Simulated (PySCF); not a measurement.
A species of formula C3H7NSi has this rotational fingerprint, computed with PySCF 2.14.0, PBE0-D3(BJ)/def2-SVP geometry optimisation, gas phase:

| Quantity | Value |
| --- | --- |
| Rotational constants | A = 5240, B = 2816, C = 2065 MHz |
| Dipole components | \|μa\| = 4.06 D, \|μb\| = 0.01 D, \|μc\| = 0.03 D |
| Inertial defect | -31.17 u·Å² |
| κ | -0.53 |

**Question.** Which candidate fits, each taken in the one conformer that was computed?
A. `[CH3:1][C:2]#[C:3][SiH2:4][NH2:5]` with C3–Si4–N5–H -68° and 69°
B. `[CH2:1]=[CH:2]/[CH:3]=[N:4]/[SiH3:5]` with C1–C2–C3–N4 180°
C. `C[SiH](C)C#N`

**Answer.** C. It is C[SiH](C)C#N, an asymmetric top. The candidates at the same level (rigid rotor, commonest isotopes):

```csv
SMILES,A (MHz),B (MHz),C (MHz),μa (D),μb (D),μc (D),Δ (u·Å²),point group,rotor
C=C/C=N/[SiH3],25430,1493,1434,1.58,1.14,0.00,-5.94,Cs,near-prolate asymmetric top
CC#C[SiH2]N,13952,1500,1400,1.55,1.70,0.01,-12.04,–,near-prolate asymmetric top
C[SiH](C)C#N,5240,2816,2065,4.06,0.01,0.03,-31.17,–,asymmetric top
```

`CC#C[SiH2]N` has A 166 % too high; `C=C/C=N/[SiH3]` has A 385 % too high. No structure here is proved a minimum.
